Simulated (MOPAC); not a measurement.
Job for MOPAC: PM6 on CH5F2N (a complex).

```
PM6 1SCF PRECISE CHARGE=0 THREADS=1
CH5F2N

N     -0.00899791 1    -0.09882619 1    -0.11896574 1
H     -1.02158851 1    -0.08224058 1    -0.17192577 1
H      0.31877598 1     0.83279346 1    -0.34891244 1
H      0.32127543 1    -0.72331527 1    -0.84607353 1
F     -1.04526284 1    -0.46922664 1     3.61032876 1
C      0.27746495 1    -0.36392727 1     3.27586727 1
F      0.72685780 1     0.85499955 1     3.70433899 1
H      0.36792515 1    -0.41298923 1     2.19000686 1
H      0.82764419 1    -1.13871956 1     3.81328317 1
```

It printed:

```
*******************************************************************************
 **                                                                           **
 **                              MOPAC v23.2.5                                **
 **                                                                           **
 *******************************************************************************
 ** MOPAC's Digital Object Identifier: https://doi.org/10.5281/zenodo.6511958 **
 **                                                                           **
 ** Please cite the open-source release paper for use of this MOPAC version:  **
 ** J. E. Moussa and J. J. P. Stewart (2026)                                  **
 ** MOPAC: An open-source semiempirical molecular orbital program             **
 ** J. Open Source Softw., 11(119), 8025, https://doi.org/10.21105/joss.08025 **
 *******************************************************************************

                              PM6 CALCULATION RESULTS

 *******************************************************************************
 *  PM6        - The PM6 Hamiltonian to be used
 *
 *
 *
 *                 CHARGE ON SYSTEM = 0
 *
 *
 *
 *  PRECISE    - TIGHTER CRITERIA TO BE USED
 *  1SCF       - DO 1 SCF AND THEN STOP
 *  THREADS=1  - MULTI-THREADING NOT USED
 *  T=         - A TIME OF 172800.0 SECONDS REQUESTED
 *  DUMP=N     - RESTART FILE WRITTEN EVERY 7200.0 SECONDS REQUESTED
 *******************************************************************************
PM6 1SCF PRECISE CHARGE=0 THREADS=1
 CH5F2N

   ATOM   CHEMICAL          X               Y               Z
  NUMBER   SYMBOL      (ANGSTROMS)     (ANGSTROMS)     (ANGSTROMS)

     1       N         -0.00899791  *  -0.09882619  *  -0.11896574  *
     2       H         -1.02158851  *  -0.08224058  *  -0.17192577  *
     3       H          0.31877598  *   0.83279346  *  -0.34891244  *
     4       H          0.32127543  *  -0.72331527  *  -0.84607353  *
     5       F         -1.04526284  *  -0.46922664  *   3.61032876  *
     6       C          0.27746495  *  -0.36392727  *   3.27586727  *
     7       F          0.72685780  *   0.85499955  *   3.70433899  *
     8       H          0.36792515  *  -0.41298923  *   2.19000686  *
     9       H          0.82764419  *  -1.13871956  *   3.81328317  *



          CARTESIAN COORDINATES

    NO.       ATOM           X           Y           Z

     1         N         -0.0090     -0.0988     -0.1190
     2         H         -1.0216     -0.0822     -0.1719
     3         H          0.3188      0.8328     -0.3489
     4         H          0.3213     -0.7233     -0.8461
     5         F         -1.0453     -0.4692      3.6103
     6         C          0.2775     -0.3639      3.2759
     7         F          0.7269      0.8550      3.7043
     8         H          0.3679     -0.4130      2.1900
     9         H          0.8276     -1.1387      3.8133

 General Reference for PM6:
 "Optimization of Parameters for Semiempirical Methods V: Modification of NDDO Approximations
 and Application to 70 Elements", J. J. P. Stewart, J. Mol. Mod., 13, 1173-1213 (2007)
 URL: https://link.springer.com/article/10.1007/s00894-007-0233-4

           Empirical Formula: C H5 N F2  =     9 atoms



      MOLECULAR POINT GROUP   :   Cs


      RHF CALCULATION, NO. OF DOUBLY OCCUPIED LEVELS = 14


 -------------------------------------------------------------------------------
 PM6 1SCF PRECISE CHARGE=0 THREADS=1
 CH5F2N



     1SCF WAS SPECIFIED, SO BFGS WAS NOT USED
     SCF FIELD WAS ACHIEVED


                              PM6 CALCULATION
                                                       MOPAC v23.2.5 Linux




          FINAL HEAT OF FORMATION =       -109.19968 KCAL/MOL =    -456.89147 KJ/MOL


          COSMO AREA              =        109.61 SQUARE ANGSTROMS
          COSMO VOLUME            =         87.17 CUBIC ANGSTROMS

          IONIZATION POTENTIAL    =         10.496537 EV
          HOMO LUMO ENERGIES (EV) =        -10.497  2.947
          NO. OF FILLED LEVELS    =         14
          MOLECULAR WEIGHT        =         69.0540         POINT GROUP:  Cs

          MOLECULAR DIMENSIONS (Angstroms)

            Atom       Atom       Distance
            F     7    H     4     4.83341
            H     3    H     9     3.23488
            H     3    F     5     1.81385


          SCF CALCULATIONS        =          1





   ATOM   CHEMICAL          X               Y               Z
  NUMBER   SYMBOL      (ANGSTROMS)     (ANGSTROMS)     (ANGSTROMS)

     1       N         -0.00899791  *  -0.09882619  *  -0.11896574  *
     2       H         -1.02158851  *  -0.08224058  *  -0.17192577  *
     3       H          0.31877598  *   0.83279346  *  -0.34891244  *
     4       H          0.32127543  *  -0.72331527  *  -0.84607353  *
     5       F         -1.04526284  *  -0.46922664  *   3.61032876  *
     6       C          0.27746495  *  -0.36392727  *   3.27586727  *
     7       F          0.72685780  *   0.85499955  *   3.70433899  *
     8       H          0.36792515  *  -0.41298923  *   2.19000686  *
     9       H          0.82764419  *  -1.13871956  *   3.81328317  *

                             CARTESIAN COORDINATES

   1    N       -0.008997910    -0.098826190    -0.118965740
   2    H       -1.021588510    -0.082240580    -0.171925770
   3    H        0.318775980     0.832793460    -0.348912440
   4    H        0.321275430    -0.723315270    -0.846073530
   5    F       -1.045262840    -0.469226640     3.610328760
   6    C        0.277464950    -0.363927270     3.275867270
   7    F        0.726857800     0.854999550     3.704338990
   8    H        0.367925150    -0.412989230     2.190006860
   9    H        0.827644190    -1.138719560     3.813283170


           Empirical Formula: C H5 N F2  =     9 atoms



      MOLECULAR POINT GROUP   :   Cs


                  EIGENVALUES
 -41.30694 -41.23190 -31.18534 -24.60705 -18.03530 -17.53025 -17.30652 -16.40838
 -16.38745 -15.97458 -15.01233 -14.25596 -12.92007 -10.49654   2.94742   2.99511
   4.05328   4.98140   5.41327   6.44418   6.45309


              NET ATOMIC CHARGES AND DIPOLE CONTRIBUTIONS

  ATOM NO.   TYPE          CHARGE      No. of ELECS.   s-Pop       p-Pop
    1          N          -0.607383        5.6074     1.59426     4.01313
    2          H           0.204475        0.7955     0.79552
    3          H           0.203994        0.7960     0.79601
    4          H           0.201908        0.7981     0.79809
    5          F          -0.192058        7.1921     1.97246     5.21960
    6          C           0.084695        3.9153     1.16231     2.75300
    7          F          -0.191224        7.1912     1.97243     5.21879
    8          H           0.169518        0.8305     0.83048
    9          H           0.126074        0.8739     0.87393
 DIPOLE           X         Y         Z       TOTAL
 POINT-CHG.     0.857    -1.204    -2.292     2.727
 HYBRID        -0.526     0.526    -0.903     1.170
 SUM            0.331    -0.679    -3.195     3.283


          ATOMIC ORBITAL ELECTRON POPULATIONS

     Atom    s        px        py        pz
    1  N   1.59426   1.22645   1.21725   1.56943
    2  H   0.79552
    3  H   0.79601
    4  H   0.79809
    5  F   1.97246   1.29637   1.97329   1.94994
    6  C   1.16231   0.80543   0.86416   1.08341
    7  F   1.97243   1.88895   1.40782   1.92203
    8  H   0.83048
    9  H   0.87393

 **********************
 *                    *
 * JOB ENDED NORMALLY *
 *                    *
 **********************




 == MOPAC DONE ==
```

The run finished.

Cost: very roughly 0.04 core-seconds.
